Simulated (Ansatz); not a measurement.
Ansatz (a first-principles code) input file for Be2F2, SMILES [Be]([Be][F])[F], PBE-D3(BJ)/def2-TZVP. 

Ansatz 0.2 input:
```yaml
crystal:
  periodic: [false, false, false]
  atoms:
    - {symbol: F, position_ang: [0.00000000, 0.00000000, -2.39698862]}
    - {symbol: Be, position_ang: [0.00000000, 0.00000000, -1.02624739]}
    - {symbol: Be, position_ang: [0.00000000, 0.00000000, 1.02624739]}
    - {symbol: F, position_ang: [0.00000000, 0.00000000, 2.39698862]}
basis:
  gaussian:
    orbitals: def2-TZVP
hamiltonian:
  xc: pbe
  dispersion: d3bj
relax: {f_tol: 0.002, max_steps: 200}
```

Log of the run:

```
WARN ansatz: RAYON_NUM_THREADS=1 ignored (pool sized by the plan → 1); use --threads N
Functional definition: PBE
integrals: 0.02 GiB planned
594 factors; their error is unknown
mean field: 0.17 GiB planned
mean field evaluation 1: about -6231.3935 eV, gradient 5.7e1 eV
mean field evaluation 2: about -6190.1595 eV, gradient 1.7e2 eV
mean field evaluation 4: about -6235.9333 eV, gradient 3.3e0 eV
mean field evaluation 8: about -6235.9477 eV, gradient 1.5e-2 eV
mean field -6235.94771526 eV, -229.1668516588 hartree, gradient 4.0e-6 eV, S^2 0.000000; 0 other end points of the search recorded, 0 dependent functions left out
the calculation of the forces begins
reference -6235.94777220 eV, -229.1668537513 hartree; 13, 13 occupied and 87, 87 virtual orbitals, 594 factors
relax step   1: F+E_penalty+E_count = -6235.98758659 eV  Δ(F+E_penalty+E_count) = +0.000e0 eV  max|allowed force component| = 4.111e-1 eV/Å  Δτ_max = 0.0000 Å  (26 SCF iters, accepted)
these checks for a lower state are left out or cut short: starts, cluster_reference, orbital_swaps, neighbouring_geometries, increment
integrals: 0.02 GiB planned
594 factors; their error is unknown
mean field: 0.17 GiB planned
mean field evaluation 16: about -6235.9605 eV, gradient 4.8e-1 eV
mean field -6235.95113560 eV, -229.1669773539 hartree, gradient 2.2e-5 eV, S^2 0.000000; 0 other end points of the search recorded, 0 dependent functions left out
the calculation of the forces begins
reference -6235.95119249 eV, -229.1669794445 hartree; 13, 13 occupied and 87, 87 virtual orbitals, 594 factors
relax step   2: F+E_penalty+E_count = -6235.99098244 eV  Δ(F+E_penalty+E_count) = -3.396e-3 eV  max|allowed force component| = 1.888e-1 eV/Å  Δτ_max = 0.0043 Å  (27 SCF iters, accepted)
these checks for a lower state are left out or cut short: starts, cluster_reference, orbital_swaps, neighbouring_geometries, increment
integrals: 0.02 GiB planned
594 factors; their error is unknown
mean field: 0.17 GiB planned
mean field -6235.95224520 eV, -229.1670181307 hartree, gradient 2.2e-5 eV, S^2 0.000000; 0 other end points of the search recorded, 0 dependent functions left out
the calculation of the forces begins
reference -6235.95230196 eV, -229.1670202166 hartree; 13, 13 occupied and 87, 87 virtual orbitals, 594 factors
relax step   3: F+E_penalty+E_count = -6235.99203805 eV  Δ(F+E_penalty+E_count) = -1.056e-3 eV  max|allowed force component| = 8.075e-3 eV/Å  Δτ_max = 0.0062 Å  (27 SCF iters, accepted)
these checks for a lower state are left out or cut short: starts, cluster_reference, orbital_swaps, neighbouring_geometries, increment
integrals: 0.02 GiB planned
594 factors; their error is unknown
mean field: 0.17 GiB planned
mean field evaluation 32: about -6235.9621 eV, gradient 6.6e-2 eV
mean field -6235.95224270 eV, -229.1670180390 hartree, gradient 1.5e-5 eV, S^2 0.000000; 0 other end points of the search recorded, 0 dependent functions left out
the calculation of the forces begins
reference -6235.95229947 eV, -229.1670201252 hartree; 13, 13 occupied and 87, 87 virtual orbitals, 594 factors
relax step   4: F+E_penalty+E_count = -6235.99203977 eV  Δ(F+E_penalty+E_count) = -1.726e-6 eV  max|allowed force component| = 7.704e-4 eV/Å  Δτ_max = 0.0003 Å  (19 SCF iters, accepted)
integrals: 0.02 GiB planned
594 factors; their error is unknown
mean field: 0.17 GiB planned
mean field -6235.95224270 eV, -229.1670180390 hartree, gradient 1.5e-5 eV, S^2 0.000000; 1 other end points of the search recorded, 0 dependent functions left out
the calculation of the forces begins
reference -6235.95229947 eV, -229.1670201252 hartree; 13, 13 occupied and 87, 87 virtual orbitals, 594 factors
Total energy: -6235.99209654 eV, -229.1684826407 hartree
Atom 0 at     0.000000     0.000000    -2.407168 Å, force     0.000000    -0.000000     0.000052 eV/Å
Atom 1 at    -0.000000    -0.000000    -1.024977 Å, force    -0.000000     0.000000    -0.000770 eV/Å
Atom 2 at    -0.000000    -0.000000     1.024977 Å, force     0.000000    -0.000000     0.000770 eV/Å
Atom 3 at     0.000000     0.000000     2.407168 Å, force    -0.000000     0.000000    -0.000052 eV/Å
Dipole moment:     0.000000    -0.000000    -0.000000 e Å
```

The run converged.

Cost: very roughly 4 core-seconds.
